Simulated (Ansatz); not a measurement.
Si(OH)2Cl2 (SiCl₂O₂H₂), relaxed as a singlet with RKS r2SCAN-D4/def2-SVP in Ansatz, starting from the GFN2-xTB geometry. Force threshold 0.02 eV/Å.

Start:

Cartesian coordinates in Å:
```
Si 0.137 0.001 -0.105
O -1.086 -1.044 -0.033
H -1.088 -1.889 -0.473
O -0.287 1.067 1.024
H 0.175 1.890 1.168
Cl 0.257 0.864 -1.924
Cl 1.892 -0.888 0.344
```

(1) Estimate the energy that the relaxation releases and the steps that it takes.

(2) Does the start keep its bonding and symmetry?

(3) Predict the relaxed structure.

Answers

(1) 0.10 eV, in 13 steps; 57 s on 4 threads of Intel Xeon on a shared host. The force fell under the threshold at step 6, but the optimiser went on and released 0.002 eV more. No frequencies were taken in this run, so the end may be a saddle point.

(2) By distances, no bond broke or formed. The bond that changes most is Si1–Cl6, from 2.02 to 2.06 Å (atoms count from 1). Point group C2 at the start, C2 at the end, both within 0.05 Å.

(3) 
Cartesian coordinates in Å:
```
Si 0.087 -0.001 -0.064
O -1.155 -1.064 -0.079
H -0.975 -1.948 -0.418
O -0.252 1.083 1.111
H 0.141 1.960 1.030
Cl 0.301 0.972 -1.867
Cl 1.853 -1.002 0.286
```
Bond lengths: 2 × O–Si 1.63 Å; 2 × Cl–Si 2.06 Å; 2 × H–O 0.96 Å.
